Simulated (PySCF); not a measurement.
Job file and geometry (Å, from PBE0-D3(BJ)/def2-SVP) of an NMR shielding run on `C1[Si@@H](C#C)O[Si@H](NC)C1`, C₅H₁₁NOSi₂, GIAO PBE0/pcSseg-1 NMR shielding, non-relativistic, gas phase in PySCF; density fitting, a coarse starting grid and PySCF grid level 2 are the driver's defaults:

```
$ OMP_NUM_THREADS=1 python probes_run.py task.json out

{"job": {"kind": "nmr", "xc": "PBE0", "basis": "pcSseg-1"}, "charge": 0, "multiplicity": 1}
C      4.458941     1.430244    -0.072180
C      3.409084     0.860058     0.160693
Si     1.854552    -0.052468     0.496820
C      1.290746    -1.105378    -0.969205
C     -0.256315    -1.083527    -0.975539
Si    -0.780961     0.603217    -0.293748
N     -2.131568     0.509882     0.772859
C     -3.452008     0.072355     0.393499
O      0.562925     1.005089     0.629531
H      5.381719     1.943981    -0.276694
H      2.039193    -0.809339     1.767297
H      1.685299    -0.620698    -1.878955
H      1.699318    -2.128471    -0.961290
H     -0.653021    -1.842944    -0.279305
H     -0.662445    -1.320302    -1.971960
H     -0.934466     1.621798    -1.382274
H     -2.108016     1.129526     1.575937
H     -4.096921     0.872018    -0.021050
H     -3.987034    -0.375171     1.247770
H     -3.382979    -0.714446    -0.375687
```

Task: What does the program print?

Result: 
```
coarse grid: 17648 points
cycle   1  E = -905.2649819362  dE =  9.960e-01  |g| = 8.839e-01  |ddm| = 4.178e+00
cycle   2  E = -905.0497588874  dE =  2.152e-01  |g| = 1.368e+00  |ddm| = 1.887e+00
cycle   3  E = -905.4144885885  dE = -3.647e-01  |g| = 1.939e-01  |ddm| = 1.313e+00
cycle   4  E = -905.4218948740  dE = -7.406e-03  |g| = 6.682e-02  |ddm| = 1.960e-01
cycle   5  E = -905.4225527217  dE = -6.578e-04  |g| = 4.245e-02  |ddm| = 7.204e-02
cycle   6  E = -905.4229876535  dE = -4.349e-04  |g| = 8.288e-03  |ddm| = 3.112e-02
cycle   7  E = -905.4230028574  dE = -1.520e-05  |g| = 2.353e-03  |ddm| = 8.388e-03
cycle   8  E = -905.4230041311  dE = -1.274e-06  |g| = 3.804e-04  |ddm| = 2.280e-03
final grid: 161184 points
cycle   9  E = -905.4845250840  dE = -2.575e-05  |g| = 1.054e-02  |ddm| = 2.921e-02
cycle  10  E = -905.4844971952  dE =  2.789e-05  |g| = 1.586e-02  |ddm| = 2.070e-02
cycle  11  E = -905.4845490763  dE = -5.188e-05  |g| = 1.736e-03  |ddm| = 1.244e-02
cycle  12  E = -905.4845496779  dE = -6.016e-07  |g| = 2.790e-04  |ddm| = 1.455e-03
cycle  13  E = -905.4845496869  dE = -8.921e-09  |g| = 1.832e-04  |ddm| = 3.379e-04
cycle  14  E = -905.4845496945  dE = -7.644e-09  |g| = 6.296e-05  |ddm| = 1.518e-04
cycle  15  E = -905.4845496954  dE = -9.366e-10  |g| = 1.584e-05  |ddm| = 5.485e-05
converged SCF energy = -905.4845496954

GIAO shielding tensors (ppm)
atom      isotropic    diamagn.    paramagn.     s11        s22        s33       span
  0 C       81.576     261.587    -180.011     -1.341      2.854    243.216    244.557
  1 C       95.273     257.711    -162.438     -3.871     -1.785    291.475    295.346
  2 Si     368.976     880.084    -511.108    314.164    364.786    427.979    113.814
  3 C      173.382     254.727     -81.344    158.699    177.345    184.104     25.405
  4 C      173.109     257.950     -84.841    166.664    173.817    178.847     12.182
  5 Si     349.438     881.885    -532.447    299.060    368.428    380.826     81.767
  6 N      239.231     325.604     -86.374    204.426    241.532    271.734     67.308
  7 C      156.761     238.341     -81.580    132.387    151.318    186.578     54.191
  8 O      264.604     401.400    -136.796    214.230    275.580    304.003     89.773
  9 H       28.908      31.802      -2.894     23.998     24.109     38.618     14.620
 10 H       26.282      28.303      -2.020     22.645     24.364     31.838      9.193
 11 H       30.341      31.318      -0.977     25.550     28.547     36.926     11.376
 12 H       30.166      29.735       0.430     24.840     28.105     37.551     12.711
 13 H       30.782      33.890      -3.107     25.872     29.370     37.105     11.233
 14 H       30.191      31.861      -1.669     24.778     28.740     37.057     12.279
 15 H       25.989      30.364      -4.375     22.380     24.106     31.480      9.099
 16 H       30.951      33.036      -2.084     21.324     30.644     40.886     19.563
 17 H       28.585      25.127       3.458     23.093     26.206     36.457     13.363
 18 H       28.570      25.805       2.765     23.513     26.177     36.019     12.506
 19 H       29.034      28.134       0.901     24.091     28.611     34.402     10.310
```

Task: Turn these shieldings into chemical shifts. δ = σ(ref) − σ, references computed at the same level: ¹³C (σ = 184.41 ppm), ²⁹Si (σ = 351.99 ppm), ¹H (σ = 31.27 ppm) vs TMS; NH3 for ¹⁵N (σ = 265.67 ppm); ¹⁷O (σ = 334.56 ppm) vs H2O.

Result: Averaging equivalent atoms: C 0: 102.8; C 1: 89.1; C 7: 27.6; C 4: 11.3; C 3: 11.0; Si 5: 2.6; Si 2: -17.0; N 6: 26.4; O 8: 70.0; H 15: 5.28; H 10: 4.98; H 17/18/19: 2.54; H 9: 2.36; H 12: 1.10; H 14: 1.08; H 11: 0.93; H 13: 0.48; H 16: 0.32 ppm. Experimental scales use liquid or dissolved standards, which lie at an offset from isolated NH3 (liquid NH3: subtract about 20 ppm) and H2O (liquid H2O: subtract about 36 ppm).

Size and cost of the density-fitted run: 222 basis functions, 42 s wall time on 1 thread of an Intel Xeon Platinum 8488C, shared host; peak memory 0.98 GiB.
